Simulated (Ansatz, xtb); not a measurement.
# Ranking isomers of C3H4BN

3 gas-phase structures of C3H4BN, from a drawn sample of its isomers (lower ones may exist). Each was relaxed with GFN2-xTB:

A. `B/C=C\C#N`, a singlet
B. `BC(=C)C#N`, a singlet
C. `B/C=C/C#N`, a singlet

Q: Estimate their order in r2SCAN-D4/def2-SVP energy at these geometries, lowest first.

A: Calculated order at r2SCAN-D4/def2-SVP: C (0.0), B (1.1), A (4.6) kJ/mol. Less than 1 kcal/mol parts C and B; B and A, so the order within those pairs means little. CCSD(T)/def2-SVP + ΔMP2/def2-TZVPP after further relaxation puts B lowest instead.

Energies above the lowest of each column, in kJ/mol; the last columns are at B3LYP/def2-SVP geometries:

```tsv
structure	GFN2-xTB	HF/STO-3G	r2SCAN-D4/def2-SVP	B3LYP/def2-SVP	CCSD(T)/def2-SVP + ΔMP2/def2-TZVPP
C	0.0	4.4	0.0	0.0	4.3
B	1.1	0.0	1.1	0.9	0.0
A	3.6	8.3	4.6	6.2	9.5
```

Every level run on B puts it lowest or level with the lowest. CCSD(T)/def2-SVP + ΔMP2/def2-TZVPP orders those it was run on as B (0.0), C (4.3), A (9.5) kJ/mol. Flexible structures stand in one conformer each, not always the lowest. ΔMP2 is the change of the MP2 energy from the smaller to the larger basis.

Programs: Ansatz 0.2.0, xtb 6.7.1.
